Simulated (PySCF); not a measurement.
**Working out the ionisation energy of Ru**

Ru [Kr] 4d7 5s1 (5F) → Ru⁺ [Kr] 4d7 (4F). Calculation: PySCF 2.14, in cc-pVDZ-PP with ECP28MDF; scalar relativity through the core potential. Frozen: 4s2 4p6. Energies in hartree (1 hartree = 27.21139 eV):

| part | Ru (lower) | Ru⁺ (upper) |
| --- | --- | --- |
| UHF | -93.812201 | -93.580830 |
| MP2 opposite-spin | -0.074063 | -0.064477 |
| MP2 same-spin | -0.062169 | -0.048233 |

What does Hartree-Fock give?

(-93.580830) − (-93.812201) = 0.231371 hartree = 6.296 eV.

What do MP2 and SCS-MP2 (6/5 opposite-spin, 1/3 same-spin) give?

The opposite-spin parts differ by 0.261 eV and the same-spin parts by 0.379 eV. MP2: 6.296 + (0.261) + (0.379) = 6.936 eV. SCS-MP2: 6.296 + 1.2 × (0.261) + (0.379)/3 = 6.736 eV.

Measured between the centres of the two terms (NIST): 7.365 eV, so MP2 (valence) is off by -0.429 eV.

A double-zeta basis recovers only part of the correlation energy.

What remains against the reference includes basis incompleteness, the frozen core and correlation beyond second order.
